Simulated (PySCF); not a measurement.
C2H11NSi3, SMILES C[SiH2][Si@@H]1CN[SiH2]1. The structure is a stationary point at PBE-D3(BJ)/def2-SVP. The structure was generated by enumeration; whether it is a known compound was not checked. One conformer was computed; it need not be the lowest.

Computed equilibrium geometry at PBE-D3(BJ)/def2-SVP (PySCF confirms it by a frequency run) as a Z-matrix (one conformer of several):
```
Si
H 1 1.5091
C 1 1.9535 2 113.85
H 3 1.1160 1 113.10 2 -119.81
H 3 1.1165 4 107.16 1 -123.50
N 3 1.4676 4 113.39 5 -127.02
H 6 1.0233 3 118.78 4 60.09
Si 6 1.7567 7 130.70 3 -172.61
H 8 1.5122 6 115.33 7 -63.24
H 8 1.5148 9 105.75 6 -130.48
Si 1 2.3468 2 112.16 3 -129.90
H 11 1.5088 1 109.70 2 -63.13
H 11 1.5089 12 107.60 1 116.24
C 11 1.8986 12 110.08 13 119.85
H 14 1.1084 11 110.75 12 60.70
H 14 1.1085 15 108.15 11 -121.41
H 14 1.1089 15 108.27 16 -117.01
```
Charge 0, spin multiplicity 1.
